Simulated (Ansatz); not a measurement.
FH₄NOSn, SMILES `[NH2][SnH]([OH])[F]`, relaxed with RKS PBE0-D4/def2-TZVP in Ansatz from a PBE-D4/def2-SVP geometry. The force threshold is 0.005 eV/Å; the program also tests the step.

The species carries charge 0 and has multiplicity 1. Sn: def2 effective core potential.

Start:

```xyz
8

N    -1.075    0.122    1.214
Sn    0.326   -0.446   -0.158
O     1.549    1.128   -0.288
F    -0.387   -0.620   -1.989
H    -1.872   -0.527    1.243
H    -1.447    1.052    0.977
H     1.087   -1.944    0.222
H     1.819    1.235   -1.222
```

```
step  energy (eV)  largest force (eV/Å)  largest move (Å)
   1  -12148.5097                 0.758             0.000
   2  -12148.5936                 0.349             0.069
   3  -12148.6028                 0.144             0.020
   4  -12148.6039                 0.093             0.029
   5  -12148.6050                 0.027             0.018
   6  -12148.6052                 0.021             0.015
   7  -12148.6053                 0.008             0.016
   8  -12148.6054                 0.004             0.006
   9  -12148.6054                 0.007             0.005
  10  -12148.6054                 0.002             0.003
```

End:

```xyz
8

N    -1.069    0.128    1.147
Sn    0.329   -0.446   -0.151
O     1.540    1.070   -0.292
F    -0.352   -0.600   -1.950
H    -1.831   -0.523    1.281
H    -1.449    1.045    0.957
H     1.056   -1.932    0.213
H     1.776    1.258   -1.204
```

It took 39 s on 2 threads of an Arm Neoverse V2 on a shared host, with 0.35 GiB of host memory at the peak.
